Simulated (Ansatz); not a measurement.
Species: LiCl, charge 1, doublet. LiCl+ (parent SMILES [Cl][Li], doublet).
B3LYP-D3(BJ)/def2-TZVP minimum from Ansatz (an electronic-structure program):
```
Li
Cl 1 2.3829
```
Charge +1, spin multiplicity 2.

Total energies in def2-QZVPP, 7 correlated electrons, 6 frozen orbitals. UHF or UKS for unpaired electrons; spin-orbit terms are left out. Cores are frozen in correlated methods. No relativity. The spin of ClLi+ (parent SMILES [Li][Cl], doublet) was assumed, and the state is the lowest solution found for it.

```json
[
 {"method": "HF", "program": "Ansatz", "energy (Eh)": "-466.74433", "minus CCSDT(Q) (mEh)": "206.76"},
 {"method": "MP2", "program": "Ansatz", "energy (Eh)": "-466.92030", "minus CCSDT(Q) (mEh)": "30.78"},
 {"method": "CCSD", "program": "Ansatz", "energy (Eh)": "-466.94275", "minus CCSDT(Q) (mEh)": "8.33"},
 {"method": "CCSD(T)", "program": "Ansatz", "energy (Eh)": "-466.95009", "minus CCSDT(Q) (mEh)": "0.99"},
 {"method": "CCSDT(Q)", "program": "Ansatz", "energy (Eh)": "-466.95108", "minus CCSDT(Q) (mEh)": "0.00"}
]
```

Rough core times of Ansatz's runs on a shared machine: CCSD(T) under 20 s, CCSDT(Q) 6 min.
